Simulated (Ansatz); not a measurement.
## One arrangement of a pair

The pair of Cl⁻ (SMILES [Cl-], atom 1) and HF (SMILES F, atoms 2–3), both closed shells, in one local arrangement (a lower one may exist), relaxed at PBE0-D4/def2-TZVPD:

Cl1  (-0.141, -0.033, -1.568)
F2  (0.114, 0.027, 1.274)
H3  (0.027, 0.006, 0.295)
(Å)

Program: Ansatz 0.2.0. Basis: def2-TZVPPD, with def2-QZVPPD for the basis limit. Cores are frozen in the correlated methods. B3LYP uses VWN-RPA correlation. Extrapolation: Hartree–Fock as exp(−7.88 √X), correlation as X^−2.97. Interaction energies count from these two fragments, frozen as in the pair, with the counterpoise correction; negative means bound.

Question: What is the interaction energy by CCSD(T) at an estimated basis limit (MP2 extrapolated from triple and quadruple zeta, plus CCSD(T) − MP2 in triple zeta)? (An estimate is asked for; the value comes from the calculation.)

Answer: The calculation gives: -25.67 kcal/mol. Hartree–Fock alone gives -22.69 kcal/mol at the basis limit. It counts from the two fragments frozen as in the pair.

The same quantity by other methods in triple zeta, and each one's difference from that estimate:
```
   method  E_int (kcal/mol)  difference
   PBE-D4            -27.39       -1.72
revPBE-D4            -26.03       -0.36
  BLYP-D4            -25.83       -0.16
r2SCAN-D4            -27.48       -1.81
   B97M-V            -25.54        0.13
  PBE0-D4            -27.44       -1.77
 B3LYP-D4            -26.45       -0.78
 HSE06-D4            -27.44       -1.77
  wB97X-V            -26.34       -0.67
  wB97M-V            -25.82       -0.15
   B2PLYP            -25.51        0.16
       HF            -22.65        3.02
      MP2            -24.98        0.69
     CCSD            -24.18        1.49
  CCSD(T)            -24.58        1.09
```
Differences are method less estimate.

Question: Which atoms make the shortest contact between the fragments?

Answer: Cl1 and H3, 1.87 Å apart.

Energy to bend the free fragments (PBE0-D4 minima) into their shapes in the pair, CCSD(T)/def2-TZVPPD: HF 2.44 kcal/mol. This must be added to the interaction energy to get the binding energy from relaxed fragments.

Basis-set superposition shift (counterpoise-corrected less uncorrected): CCSD(T) 1.29; MP2 1.22; HF 0.07; PBE0-D4 0.11; wB97M-V 0.10 kcal/mol.

T1 diagnostic: at most 0.012.

For scale, one of the runs: CCSD(T)/def2-TZVPPD, 108 basis functions, launched by `ansatz run in.yaml --threads 2 --pin off --events-out ev --progress --plain --max-ram 5222MiB`. The run took about 1.4 s on 2 CPU threads of an Arm Neoverse V2 (shared host).
